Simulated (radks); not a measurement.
B3+, configuration [He].

Calculated with a radial shooting solver on a logarithmic mesh with Libxc functionals: scalar-relativistic Kohn-Sham, PBE, spin-unpolarised, spherical densities, finite nucleus; Fermi nuclear charge, rms radius 2.406 fm.

Energy parts (hartree):
| part | energy |
|---|---|
| total | -21.98899 |
| kinetic | 21.95736 |
| electron-nucleus | -46.84012 |
| Hartree | 5.78213 |
| exchange-correlation | -2.88837 |

Orbitals (lengths in bohr, moments of r in powers of bohr; r(90%) holds 90 % of the orbital's charge):
| orbital | occ. | eigenvalue (hartree) | r(90%) | <r^2> | <r> |
|---|---|---|---|---|---|
| 1s | 2 | -8.50312 | 0.586 | 0.1443 | 0.3264 |

The highest occupied level is 1s at -231.38 eV. For comparison, the ionisation energy in NIST's Atomic Spectra Database is 259.37 eV (theoretical). In exact Kohn-Sham theory the highest level is minus the ionisation energy, but local and semilocal functionals leave it too shallow, through self-interaction and a potential that decays too fast; potentials with the right tail come closer.
